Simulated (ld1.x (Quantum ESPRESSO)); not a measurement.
## Which change was made? (Co, RRKJ)

Co, norm-conserving RRKJ (Kleinman–Bylander form), made with ld1.x (Quantum ESPRESSO) 7.5 (LDA (PZ), scalar-relativistic). Core [Ne] 3s2, reference 3p6 3d7 4s2 4p0. Waves: 3p (bound): rc 1.25 bohr; 3d (bound): rc 1.30 bohr; 4s (bound): rc 1.60 bohr. Local part: the s channel. Core correction: a·sin(br)/r model core, default radius (core density twice the valence density). rho0 = 0.01.

Cutoffs, loose and tight: the cutoffs (Ry, on a coarse ladder) from which the occupation-weighted sum of valence levels, in a spherical-Bessel basis at the reference potential, stays within 10 and 1 mRy of its value at 400 Ry. They do not see the model core or the augmentation charge, which bear on the density cutoff. Test errors are all-electron minus pseudo excitation energies from the reference, over the configurations 3p6 3d7 4s1 4p0; 3p6 3d7 4s0 4p0; 3p6 3d6 4s0 4p0; 3p6 3d7.5 4s1.5 4p0; 3p6 3d7 4s0 4p2; 3p6 3d8 4s0 4p0; 3p5 3d7 4s2 4p0 (two spin-polarised tests are not counted in the largest error); variants that change the core or the reference have their own tests.

The base gives: outcome: generated; cutoff, loose: 110 Ry; cutoff, tight: 160 Ry; bound ghosts: none; largest test error (meV): -1541.

Task: After one change the result is: outcome: failed: run_pseudo: Errors in PS-KS equation. Which change was it?
A. type TM; rho0 0
B. wave 3d (bound): rc 1.30 bohr becomes 3d (bound): rc 1.06 bohr
C. local potential the d channel

Result: A. The others give: wave 3d (bound): rc 1.30 bohr becomes 3d (bound): rc 1.06 bohr → outcome: generated; cutoff, loose: 160 Ry; cutoff, tight: 230 Ry; bound ghosts: none; largest test error (meV): -1543 | local potential the d channel → outcome: failed: compute_chi: n is too large.
